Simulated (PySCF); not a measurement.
Vertical excitations of a molecule C4H10Cd from PySCF with TDA-M06-2X/def2-SVPD, as energy in eV (oscillator strength): 4.67 (0.000), 4.77 (0.000), 5.68 (0.421), 6.43 (0.000), 6.70 (0.196), 6.87 (0.145), 7.09 (0.000), 7.30 (0.263), 7.69 (0.000), 7.74 (0.070). Lowest triplet (TDA): 4.43 eV. Coordinates come from a B3LYP-D3(BJ)/def2-SVP optimisation. The def2 effective core potentials stand for the cores of Cd; spin–orbit coupling is left out. The values are those of a single conformer.

### Question
Identify the compound among the candidates.
A. C[CH2][Cd][CH2]C
B. C[C](C)(C)[CdH]
C. [CH3][Cd][CH](C)C

### Answer
A, C[CH2][Cd][CH2]C
